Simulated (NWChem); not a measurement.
CH5FOSi; SMILES C[Si@H](O)F

```xyz
9

C     -0.2708     1.6603     0.2185
Si     0.0220    -0.0927    -0.3627
O     -1.1100    -1.1723     0.2206
F      1.5194    -0.5235     0.1596
H     -0.1944     1.7349     1.3230
H     -1.2765     2.0162    -0.0842
H      0.4836     2.3477    -0.2158
H     -0.0128    -0.2537    -1.8465
H     -1.2722    -1.1367     1.1791
```
Atoms are numbered in this order, from 1.

Program: NWChem. Coordinates come from a PBE-D3(BJ)/def2-SVP optimisation. Atomic charges in e: unrestrained fits to the electrostatic potential beside Mulliken populations; buried atoms are poorly determined by the fit.

Predict the results for B3LYP/def2-SVP. Quantities: ESP C1; Mulliken C1; ESP Si2; Mulliken Si2; ESP O3; Mulliken O3; ESP F4; Mulliken F4; relative RMS misfit of the potential (%).


| Property | Value |
|---|---|
| ESP C1 | -0.48 |
| Mulliken C1 | -0.29 |
| ESP Si2 | 0.98 |
| Mulliken Si2 | 0.82 |
| ESP O3 | -0.69 |
| Mulliken O3 | -0.40 |
| ESP F4 | -0.37 |
| Mulliken F4 | -0.36 |
| relative RMS misfit of the potential (%) | 20 |
